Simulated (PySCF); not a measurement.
MTe for M along the halogens

r²SCAN with triple-zeta basis sets in PySCF, for the lowest determinant that a PBE0 search found; no spin–orbit coupling. De refers to high-spin ground-configuration atoms. A positive dipole means M(−)Te(+).

| M | basis | state (unpaired electrons) | Re (Å) | ωe (cm⁻¹) | De (eV) | μ (D) |
| --- | --- | --- | --- | --- | --- | --- |
| F | def2-TZVPP | doublet (π ↑) | 1.912 | 621 | 3.59 | 1.99 |
| Cl | def2-TZVPP | doublet (π ↑) | 2.321 | 386 | 2.83 | 1.37 |
| Br | x2c-TZVPPall | doublet (π ↑) | 2.471 | 270 | 2.54 | 0.93 |
| I | x2c-TZVPPall | doublet (π ↑) | 2.666 | 217 | 2.23 | 0.33 |

The shortest bond is that of TeF (1.912 Å), the longest that of TeI (2.666 Å). TeF is bound most strongly (3.59 eV) and TeI least (2.23 eV).

The rows differ in basis set, which adds steps of its own.

Down a group the atoms grow and get heavier, so bonds lengthen and wavenumbers fall; this series shows no clear exception.

Spin–orbit coupling is left out, which matters for elements this heavy, above all for dissociation energies. States were picked by a PBE0 search and need not be the measured ground states.
